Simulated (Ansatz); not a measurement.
`C[S][GeH]([F])[F]` → `C[S][Ge][F]` + H–F  (germylene formation by 1,1-elimination)

Isolated molecules relaxed with PBE0-D4/def2-TZVP in Ansatz; ΔE leaves out vibrations. CBS: MP2 limit from def2 TZ/QZ plus the TZ coupled-cluster correction, frozen cores. This one scheme is used for every species. For Ge outer-core shells are correlated without core-valence functions, which leaves a few kJ/mol of doubt a bond. Scalar relativity is left out up to krypton. One conformer a species, not always the lowest.

```json
{"species": "`C[S][GeH]([F])[F]`", "CCSD(T)/CBS(def2) energy (Eh)": "-2714.02980"}
{"species": "`C[S][Ge][F]`", "CCSD(T)/CBS(def2) energy (Eh)": "-2613.59497"}
{"species": "H–F", "CCSD(T)/CBS(def2) energy (Eh)": "-100.39570"}
```

Q: Work out ΔE.

A: ΔE = (-2613.59497) + (-100.39570) − (-2714.02980) = 0.03913 Eh = +1.06 eV.

Q: What do rigid-rotor, harmonic-oscillator terms from PBE0-D4/def2-TZVP frequencies (298.15 K, 1 bar) make of the CCSD(T)/CBS value? (Estimate.)

A: The calculation gave: ΔZPE = -0.04 eV, ΔH = +1.07 eV, ΔS = 136 J/(mol·K), ΔG = +0.65 eV. Modes under 50 cm⁻¹ make the entropy rough.

Largest T1 diagnostic among the species: 0.015.

Leaving LDA and LC-ωPBE aside and taking each functional with its dispersion term where it has one, the values, not all of them listed here, spread over 0.60 eV, from BLYP-D4 to PBE-QIDH. LDA lies +0.27 eV from PBE without D4. From BLYP to BHLYP (50 % exact exchange), in def2-TZVPP and without D4, ΔE moves by +0.48 eV. At CCSD(T), def2-SVP lies +0.19 eV from the extrapolated value and def2-TZVPP +0.17 eV.
